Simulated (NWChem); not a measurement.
Si₃H₆, singlet; SMILES [SiH3][Si][SiH3]

All runs: NWChem. Low-valent species are run as closed-shell singlets; no triplet was tried in these runs. Geometry: optimised at PBE0/def2-SVP.

Diagonal of the polarisability tensor at PBE/def2-SVPD, static: 126.18, 77.77, 104.81 bohr³.

Problem. Find the mean polarisability volume, the molar refraction, and the refractive index that an ideal gas of it would have at 273.15 K and 1 atm.

Solution. 
1. Mean: one third of the trace = 102.92 bohr³ × 0.14818 Å³/bohr³ = 15.25 Å³.
2. Molar refraction (Lorentz-Lorenz): (4π/3) N_A α = 38.5 cm³/mol.
3. Number density p/kT = 2.687 × 10⁻⁵ Å⁻³; n − 1 = 2π N α = 25.75 × 10⁻⁴.
4. These hold the electronic response alone: vibrational and orientational terms add to the static dielectric constant.
